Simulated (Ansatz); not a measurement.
Coupled-cluster diagnostics for the cluster PbCl₂⁺, Ansatz.

Geometry of the doublet (PBE0-D4/def2-TZVP):

```xyz
3

Pb    0.834    0.800    0.860
Cl    0.527   -1.330   -0.480
Cl   -1.361    0.531   -0.379
```

In the def2 sets Pb takes a core potential; there is no spin–orbit coupling. Correlated methods freeze 14 core orbitals; core or outer-core shells of Pb are correlated, in sets that lack core-valence functions. In CCSD on the charge 1 quartet the largest single amplitude is 0.26, so its Hartree–Fock determinant may place the open shell otherwise than the density functionals do. In the doublet, Cl2 and Cl3 lie 2.65 Å apart (atoms count from 1), so these atoms are partly bonded to each other. In the quartet, Cl2 and Cl3 lie 2.38 Å apart (atoms count from 1), so these atoms are partly bonded to each other. The structure comes from a short search, and lower isomers may exist.

Geometry of the charge 1 quartet (PBE0-D4/def2-TZVP):

```xyz
3

Pb    1.5710   -0.2960   -0.8311
Cl   -0.3042   -0.1900    1.4529
Cl   -1.2668    0.4860   -0.6218
```

Q: Estimate the CCSD(T) correlation energy, the shares of MP2 and (T), T1 and the reference's ⟨S²⟩ for: charge 1, doublet, own geometry in def2-TZVPP; charge 1, quartet, own geometry in def2-TZVPP; and the rough time on 4 threads of Arm Neoverse V2 on a shared host.

A: 
```csv
state,basis,correlation (eV),MP2 share (%),(T) share (%),T1,⟨S²⟩ (pure),wall time
"charge 1, doublet, own geometry",def2-TZVPP,-21.114,96.0,3.6,0.015,0.78 (0.75),9 s
"charge 1, quartet, own geometry",def2-TZVPP,-20.168,93.7,3.5,0.041,3.78 (3.75),17 s
```
Customary marks for T1 are 0.02 (closed shells), 0.045 (open shells) and about 0.05 (3d metals). T1 exceeds 0.02 in 1 of 2 rows and 0.045 in 0; the higher it lies, the less the single-reference result can be trusted.
